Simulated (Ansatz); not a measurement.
`C[S][GeH]([F])[Cl]`. The species carries charge 0 and has multiplicity 1.

```tsv
atom	x (Å)	y (Å)	z (Å)
C1	-0.732	-1.041	0.934
S2	-1.263	-0.141	-0.553
Ge3	0.619	0.871	-1.006
F4	0.260	1.976	-2.284
Cl5	1.287	2.037	0.663
H6	-0.412	-0.352	1.714
H7	0.059	-1.758	0.711
H8	-1.610	-1.587	1.279
H9	1.791	-0.005	-1.457
```

Task: List the harmonic frequencies (cm⁻¹, unscaled) at PBE0-D4/def2-TZVP in Ansatz. (Estimate.)

Result: Computed: 42, 113, 126, 177, 200, 224, 418, 450, 690, 715, 721, 729, 976, 986, 1352, 1468, 1475, 2181, 3068, 3160, 3168.

Task: Is this a minimum?

Result: Yes, all 21 modes are real.

Task: Give the ideal-gas thermochemistry at 298.15 K and 1 bar (rigid rotor, harmonic oscillator; point group C1, symmetry number 1).

Result: Zero-point energy 134.2 kJ/mol; H(298) − E = 157.3 kJ/mol; entropy 380.2 J/(mol·K), of which translation 173.3, rotation 119.4, vibration 87.5; G(298) − E = 43.9 kJ/mol. Modes under 100 cm⁻¹ are hindered rotations or soft bends, so the harmonic entropy is rough.

Task: Rotational constants (cm⁻¹)?

Result: 0.08842, 0.05614, 0.03847.
